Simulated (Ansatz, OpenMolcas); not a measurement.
**Worked example: vertical energy of the triplet above the singlet of CHBrF2 (bromodifluoromethane)**

CHBrF2: 5 atoms, total charge 0, spin state singlet. SMILES: `FC(F)Br`. The shape is that of a PBE0-D4/def2-TZVP optimisation.

Both states at this one shape; open shells run unrestricted unless said. 1 Eh = 27.2114 eV.

| level | program | singlet CHBrF2 (Eh) | triplet CHBrF2 (Eh) |
| --- | --- | --- | --- |
| PBE/aug-cc-pVDZ | Ansatz | -2811.929220 | -2811.713124 |
| M06-L/aug-cc-pVDZ | OpenMolcas | -2812.412082 | -2812.193580 |

**Question.** Work out the vertical gap, second state less first, at each level.

**Answer.** 
1. PBE/aug-cc-pVDZ: -2811.713124 − (-2811.929220) = 0.216096 Eh = 5.88 eV.
2. M06-L/aug-cc-pVDZ: -2812.193580 − (-2812.412082) = 0.218502 Eh = 5.95 eV.

No measured value is set beside it here; the levels span 5.88 to 5.95 eV. Spin-orbit coupling, which splits open shells on such heavy atoms by tenths of an eV, is left out. All-electron rows are non-relativistic unless named.
